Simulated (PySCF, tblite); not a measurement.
Isomers of C7H17NSi, one GFN2-xTB conformer each. Single-point energies are computed at PBE0/pcSseg-1 (PySCF, gas phase, no added dispersion term), electronic only.

```json
{"SMILES": "C=C[SiH2][C@@H](C)[C@@H](C)CN", "GFN2-xTB relative energy (kcal/mol)": "59.5"}
{"SMILES": "C=CC[C@@](C)(NC)[SiH2]C", "GFN2-xTB relative energy (kcal/mol)": "55.1"}
{"SMILES": "CC(C)(C)[C@@H]1CC[SiH2]N1", "GFN2-xTB relative energy (kcal/mol)": "0.0"}
{"SMILES": "CC(C)(C)[Si@@H]1CCCN1", "GFN2-xTB relative energy (kcal/mol)": "9.1"}
{"SMILES": "C=C(C)[C@@H](C)[SiH2]NCC", "GFN2-xTB relative energy (kcal/mol)": "25.3"}
```

Conformers: `[CH2:1]=[CH:2][SiH2:3][C@@H:4]([CH3:5])[C@@H:6]([CH3:7])[CH2:8][NH2:9]` with C1–C2–Si3–C4 123°, C2–Si3–C4–C5 179°, Si3–C4–C6–C7 -48°, C4–C6–C8–N9 57°, C6–C8–N9–H 64° and -178°; `[CH2:1]=[CH:2][CH2:3][C@@:4]([CH3:5])([NH:6][CH3:7])[SiH2:8][CH3:9]` with C1–C2–C3–C4 125°, C2–C3–C4–C5 73°, C3–C4–N6–C7 -56°, C3–C4–Si8–C9 -56°; `[CH3:1][C:2]([CH3:3])([CH3:4])[C@@H:5]1[CH2:6][CH2:7][SiH2:8][NH:9]1` with C2–C5–C6–C7 -165°, C5–C6–C7–Si8 36°, C6–C7–Si8–N9 -17°, C7–Si8–N9–C5 -7°; `[CH3:1][C:2]([CH3:3])([CH3:4])[Si@@H:5]1[CH2:6][CH2:7][CH2:8][NH:9]1` with C2–Si5–C6–C7 -104°, Si5–C6–C7–C8 -33°, C6–C7–C8–N9 45°, C7–C8–N9–Si5 -37°; `[CH2:1]=[C:2]([CH3:3])[C@@H:4]([CH3:5])[SiH2:6][NH:7][CH2:8][CH3:9]` with C1–C2–C4–C5 137°, C2–C4–Si6–N7 51°, C4–Si6–N7–C8 176°, Si6–N7–C8–C9 -147°.

**Question.** What does PBE0/pcSseg-1 give for the same structures?

**Answer.** 
```tsv
SMILES	PBE0/pcSseg-1 E (Eh)	PBE0/pcSseg-1 (kcal/mol)	GFN2-xTB (kcal/mol)	point group
CC(C)(C)[Si@@H]1CCCN1	-620.68041	0.0	9.1	C1
CC(C)(C)[C@@H]1CC[SiH2]N1	-620.67306	4.6	0.0	C1
C=C(C)[C@@H](C)[SiH2]NCC	-620.64359	23.1	25.3	C1
C=C[SiH2][C@@H](C)[C@@H](C)CN	-620.61449	41.4	59.5	C1
C=CC[C@@](C)(NC)[SiH2]C	-620.60807	45.4	55.1	C1
```

GFN2-xTB puts CC(C)(C)[C@@H]1CC[SiH2]N1 lowest instead; measured from each level's own lowest isomer, the values differ by up to 18.1 kcal/mol (C=C[SiH2][C@@H](C)[C@@H](C)CN: 59.5 against 41.4). As drawn, the highest has a C=C bond outside aromatic rings, which the lowest lacks.

**Question.** Which frontier levels, dipoles and rotational constants go with these structures?

**Answer.** 
| SMILES | HOMO (eV, PBE0/pcSseg-1) | LUMO (eV) | dipole (D) | A, B, C (MHz) |
| --- | --- | --- | --- | --- |
| CC(C)(C)[Si@@H]1CCCN1 | -6.47 | 1.16 | 0.65 | 2387, 933.5, 862.4 |
| CC(C)(C)[C@@H]1CC[SiH2]N1 | -6.49 | 0.85 | 0.77 | 2488, 905.8, 797.9 |
| C=C(C)[C@@H](C)[SiH2]NCC | -6.47 | 0.33 | 0.58 | 2057, 745.4, 633.6 |
| C=C[SiH2][C@@H](C)[C@@H](C)CN | -6.74 | -0.16 | 2.07 | 1388, 1050, 824.8 |
| C=CC[C@@](C)(NC)[SiH2]C | -6.26 | 0.28 | 1.06 | 1444, 1096, 870.3 |

**Question.** What happens when harmonic zero-point energies from GFN2-xTB frequencies are added?

**Answer.** 
```csv
SMILES,ZPE (kcal/mol),electronic (kcal/mol),with ZPE (kcal/mol)
CC(C)(C)[Si@@H]1CCCN1,143.6,0.0,0.0
CC(C)(C)[C@@H]1CC[SiH2]N1,142.1,4.6,3.1
C=C(C)[C@@H](C)[SiH2]NCC,139.8,23.1,19.3
C=C[SiH2][C@@H](C)[C@@H](C)CN,140.1,41.4,37.8
C=CC[C@@](C)(NC)[SiH2]C,139.0,45.4,40.8
```

The zero-point energies span 4.6 kcal/mol. The order is unchanged.
